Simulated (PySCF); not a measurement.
**Telling isomers of C$_{5}$H$_{6}$F$_{3}$NO apart by NMR**

PySCF 2.14.0 with density-fitted response routines calculation with geometry from GFN2-xTB and PBE0/pcSseg-1 with gauge-including orbitals; one averaged value for each set of equivalent atoms, in vacuum, one conformer, non-relativistic Hamiltonian.

Chemical shifts δ = σref − σ; 1H (31.72 ppm) and 13C (186.93 ppm) against TMS, all at this level. Splittings of carbon signals by F and P are missing where no couplings were computed. Where no couplings were computed, multiplicities follow the n + 1 count of equivalent neighbours, and m marks all less simple cases (inequivalent or close neighbours, rings, F or P nearby). Shifts are as computed. Against solution values, carbons near 30 ppm lie about +3 ppm off and those near 130 ppm about +5 ppm. Of 1211 compounds with measured shifts, 218 miss one by over three times the rms of a fit or turn the order of signals round; such compounds aren't used in these exercises. OH and NH positions are gas-phase values without hydrogen bonding to other molecules.

(1) Tabulate the signals of `C=N/C(=C/C(F)(F)F)OC`, `FC(F)(F)OC1=CCNC1`, `C/C=N/C=C/OC(F)(F)F` and their relative energies.

(2) What is the quickest way to tell C=N/C(=C/C(F)(F)F)OC from C/C=N/C=C/OC(F)(F)F?

(3) What is the quickest way to tell FC(F)(F)OC1=CCNC1 from C/C=N/C=C/OC(F)(F)F?

(4) What is the quickest way to tell C=N/C(=C/C(F)(F)F)OC from FC(F)(F)OC1=CCNC1?

## Answers

(1) 
| SMILES | carbon types | δC | δH | E rel. (kcal/mol) |
| --- | --- | --- | --- | --- |
| C=N/C(=C/C(F)(F)F)OC | 2×C 1×CH 1×CH2 1×CH3 | 172.8, 157.1, 133.4, 83.9, 56.1 | 7.84 (d, 1H), 7.26 (d, 1H), 4.28 (m, 1H), 3.98 (s, 3H) | 17.8 |
| FC(F)(F)OC1=CCNC1 | 2×C 1×CH 2×CH2 | 159.5, 130.3, 115.2, 57.1, 56.6 | 5.60 (t, 1H), 4.00 (m, 2H), 3.90 (s, 2H), 1.12 (br s, 1H) | 0.0 |
| C/C=N/C=C/OC(F)(F)F | 1×C 3×CH 1×CH3 | 166.5, 150.6, 136.7, 129.9, 27.2 | 7.83 (q, 1H), 7.15 (m, 1H), 7.09 (m, 1H), 2.22 (d, 3H) | 5.1 |

Energies are electronic energies at PBE0/pcSseg-1 on these geometries, without zero-point or thermal terms, each for the one conformer computed, which needn't be the lowest.

(2) Both give the same number of carbon signals, but DEPT or the intensities differ. The first has a C=N carbon (CH2) at 157.1 ppm, the second a C=N carbon (CH) at 166.5 ppm. Their most deshielded carbons lie at 172.8 and 166.5 ppm.

(3) Both give the same number of carbon signals, but DEPT or the intensities differ. The first has an allylic sp3 CH2 bonded to N at 57.1 ppm, the second a methyl carbon (CH3) at 27.2 ppm. Their most deshielded carbons lie at 159.5 and 166.5 ppm. In the proton spectra the most deshielded non-exchanging signals are 5.60 (t, 1H) and 7.83 (q, 1H).

(4) Both give the same number of carbon signals, but DEPT or the intensities differ. The first has a C=N carbon (CH2) at 157.1 ppm, the second an allylic sp3 CH2 bonded to N at 57.1 ppm. Their most deshielded carbons lie at 172.8 and 159.5 ppm. In the proton spectra the most deshielded non-exchanging signals are 7.84 (d, 1H) and 5.60 (t, 1H).
